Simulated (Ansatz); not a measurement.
ClH₄MoN₃, SMILES `[NH]=[Mo](=[NH])([NH2])[Cl]`, relaxed with RKS PBE-D4/def2-SVP in Ansatz from a rough embedded geometry. The force threshold is 0.03 eV/Å; the program also tests the step.

The species carries charge 0 and has multiplicity 1. Mo takes the def2 core potential.

Start:

```xyz
9

N     0.847    1.163   -1.318
Mo   -0.260    0.264   -0.135
N    -0.366   -1.529   -0.679
N     0.520    0.306    1.783
Cl   -2.476    1.235   -0.147
H     1.306    0.741   -2.153
H    -0.744   -1.823   -1.630
H    -0.205   -0.020    2.436
H     1.378   -0.336    1.843
```

| step | energy (eV) | largest force (eV/Å) | largest move (Å) |
| --- | --- | --- | --- |
| 1 | -18899.0677 | 3.102 | 0.000 |
| 2 | -18899.8401 | 1.610 | 0.199 |
| 3 | -18900.0336 | 1.335 | 0.194 |
| 4 | -18900.1748 | 1.694 | 0.195 |
| 5 | -18900.3964 | 1.400 | 0.200 |
| 6 | -18900.4882 | 0.748 | 0.200 |
| 7 | -18900.5645 | 0.370 | 0.199 |
| 8 (rejected) | -18900.5641 | 0.317 | 0.077 |
| 9 | -18900.5768 | 0.103 | 0.038 |
| 10 | -18900.5793 | 0.057 | 0.059 |
| 11 (rejected) | -18900.5793 | 0.080 | 0.024 |
| 12 | -18900.5796 | 0.039 | 0.011 |
| 13 | -18900.5797 | 0.006 | 0.004 |

End:

```xyz
9

N     0.865    0.942   -1.196
Mo   -0.360    0.216   -0.191
N    -0.790   -1.388   -0.717
N     0.400    0.042    1.585
Cl   -2.255    1.554   -0.234
H     1.493    1.008   -2.006
H    -0.788   -2.200   -1.346
H     0.235   -0.766    2.193
H     1.200    0.591    1.913
```

Run time 16 s (4 threads of a server CPU on a shared host); peak host memory 0.19 GiB.
